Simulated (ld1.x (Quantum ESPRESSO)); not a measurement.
# Eu (Z = 63), ultrasoft: configuration errors across variants

europium, ultrasoft, made with ld1.x (Quantum ESPRESSO) 7.5 (LDA (PZ), scalar-relativistic). Core [Kr] 4d10, reference 4f6 5s2 5p6 5d1 6s2 6p0. Waves: 5s (bound): rcut 1.75, rcutus 1.80 bohr; 6s (bound): rcut 1.75, rcutus 1.80 bohr; 5p (bound): rcut 2.10, rcutus 2.35 bohr; 6p (bound, empty): rcut 2.10, rcutus 2.35 bohr; 5d (bound): rcut 3.00, rcutus 3.85 bohr; 5d channel at 0.7 Ry: rcut 3.00, rcutus 3.85 bohr; 4f (bound): rcut 0.95, rcutus 1.25 bohr; 4f channel at 3 Ry: rcut 0.95, rcutus 1.25 bohr. Local part: all-electron potential smoothed inside 3.00 bohr (lloc = -1). Core correction: Bessel-smoothed model core inside 0.75 bohr. Augmentation charge: built from norm-conserving waves at rcut, not smoothed further.

All-electron excitation energies from the reference (eV): (1) 4f7 5s2 5p6 5d0 6s1 6p0 2.790; (2) 4f7 5s2 5p6 5d0 6s0 6p0 14.231; (3) 4f7 5s2 5p6 5d1 6s0 6p0 4.390.

The overlap operator is not positive definite (basis up to 400 Ry) in “all radii but the core radius scaled by about 0.88 (s 1.58, p 2.06, d 3.36, f 1.10 bohr, rcut 1.52/1.84/2.62/0.84); local potential all-electron potential smoothed inside 2.62 bohr (lloc = -1)”. Such files are unfit for use, however small their errors in these radial tests.

Tests that are not counted but printed errors over 1 eV. “base”: 4f7 5s2 5p6 5d0 6s2 6p0 (solver errors, printed error -2439 eV). “waves 5d (bound): rcut 3.00, rcutus 5.58 bohr; 5d channel at 0.7 Ry: rcut 3.00, rcutus 5.58 bohr”: 4f7 5s2 5p6 5d0 6s2 6p0 (solver errors, printed error -2439 eV). “core correction Bessel-smoothed model core inside 0.88 bohr”: 4f7 5s2 5p6 5d0 6s2 6p0 (solver errors, printed error -2438 eV). “wave 4f channel at 3 Ry: rcut 0.95, rcutus 1.25 bohr becomes 4f channel at 0.84 Ry: rcut 0.95, rcutus 1.25 bohr”: 4f7 5s2 5p6 5d0 6s2 6p0 (solver errors, printed error -2382 eV). “waves 5p (bound): rcut 2.10, rcutus 2.30 bohr; 6p (bound): rcut 2.10, rcutus 2.30 bohr”: 4f7 5s2 5p6 5d0 6s2 6p0 (solver errors, printed error -2439 eV).

2 further variants failed, have other tests or too few solved ones, and are left out.

The file “base” misses its own reference levels by 1.3 eV. The file “waves 5d (bound): rcut 3.00, rcutus 5.58 bohr; 5d channel at 0.7 Ry: rcut 3.00, rcutus 5.58 bohr” misses its own reference levels by 1.3 eV. The file “core correction Bessel-smoothed model core inside 0.88 bohr” misses its own reference levels by 1.3 eV. The file “wave 4f channel at 3 Ry: rcut 0.95, rcutus 1.25 bohr becomes 4f channel at 0.84 Ry: rcut 0.95, rcutus 1.25 bohr” misses its own reference levels by 1.3 eV. The file “waves 5p (bound): rcut 2.10, rcutus 2.30 bohr; 6p (bound): rcut 2.10, rcutus 2.30 bohr” misses its own reference levels by 1.3 eV. The file “all radii but the core radius scaled by about 0.88 (s 1.58, p 2.06, d 3.36, f 1.10 bohr, rcut 1.52/1.84/2.62/0.84); local potential all-electron potential smoothed inside 2.62 bohr (lloc = -1)” misses its own reference levels by 0.5 eV.

Errors AE − PS in meV (a dash: test not solved or not reliable):

```tsv
change	(1)	(2)	(3)	bound ghosts
base	+401	+1432	+1381	not determined
waves 5d (bound): rcut 3.00, rcutus 5.58 bohr; 5d channel at 0.7 Ry: rcut 3.00, rcutus 5.58 bohr	+402	+1433	+1373	not determined
core correction Bessel-smoothed model core inside 0.88 bohr	+407	+1445	+1394	not determined
wave 4f channel at 3 Ry: rcut 0.95, rcutus 1.25 bohr becomes 4f channel at 0.84 Ry: rcut 0.95, rcutus 1.25 bohr	+612	+1656	+1596	not determined
waves 5p (bound): rcut 2.10, rcutus 2.30 bohr; 6p (bound): rcut 2.10, rcutus 2.30 bohr	+422	+1451	+1420	not determined
all radii but the core radius scaled by about 0.88 (s 1.58, p 2.06, d 3.36, f 1.10 bohr, rcut 1.52/1.84/2.62/0.84); local potential all-electron potential smoothed inside 2.62 bohr (lloc = -1)	–	–	–	not determined (overlap not positive)
```

Question: Give the same row for: local potential all-electron potential smoothed inside 3.10 bohr (lloc = -1).

Answer: +400, +1445, +1395; bound ghosts: not determined. Not counted: 4f7 5s2 5p6 5d0 6s2 6p0 (solver errors, printed error -2448 eV).
